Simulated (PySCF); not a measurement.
H8N2OSi2, SMILES N[SiH2]O[SiH2]N.

Geometry: B3LYP-D3(BJ)/def2-SVP. The values are those of a single conformer.

Computed with PBE/def2-TZVP run with PySCF.

Computed frontier levels, gap, dipole moment and polarisability:
```yaml
highest_occupied_level: -6.08 eV
lowest_empty_level: -0.49 eV
orbital_gap: 5.59 eV
dipole_moment: 0.504 e·Å
quadrupole, principal values (traceless, Buckingham form, about the centre of nuclear charge): -10.04, 4.09, 5.95 D·Å
mean_static_polarisability: 70.2 bohr³ (10.41 Å³)
polarisability_principal_values: 65.1, 68.5, 77.1 bohr³
```
